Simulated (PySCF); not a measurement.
# Computed beside measured shifts

System: [1,1'-Biphenyl]-3-carbonyl fluoride (2h) (C13H9FO), SMILES O=C(F)c1cccc(-c2ccccc2)c1.

Atom-mapped SMILES (hydrogens are numbered by the atom that bears them): [O:1]=[C:2]([F:3])[c:4]1[cH:5][cH:6][cH:7][c:8](-[c:9]2[cH:10][cH:11][cH:12][cH:13][cH:14]2)[cH:15]1

Method: GIAO PBE0/pcSseg-1, IEF-PCM chloroform, PySCF SCF with an in-house response code, fitting set def2-universal-JFIT up to Ne and JKFIT beyond, grid level 2, non-relativistic, geometry: PBE0-D3(BJ)/def2-SVP.

One optimised conformer. Values are averaged over the atoms that symmetry or fast rotation interchanges, on this one geometry and without vibrational averaging. Shifts are the reference shielding less the shielding here, at the same level (13C, 1H against isolated TMS; 19F against isolated CFCl3; 17O against isolated H2O); nuclei without a reference have shieldings only.

What shifts does this level give for F3, and how do they compare with measurement?


```json
{"atom": "F3", "nucleus": "19F", "computed / ppm": "13.2", "measured / ppm": "18.7", "computed less measured": "-5.5", "measured against": "CFCl3", "medium of the measurement": "CDCl3"}
```

Computed 19F and 31P shifts carry an offset from the reference molecule (CFCl3 is hard for DFT, lone H3PO4 or PH3 isn't the 85 % acid), so differences between compounds are more accurate than the values.

Measured values: Mengjie Cen, Xi Yang, Shanshan Zhang, Liguang Gan, Long Liu, Tieqiao Chen, Facile synthesis of acyl fluorides through deoxyfluorination of carboxylic acids.
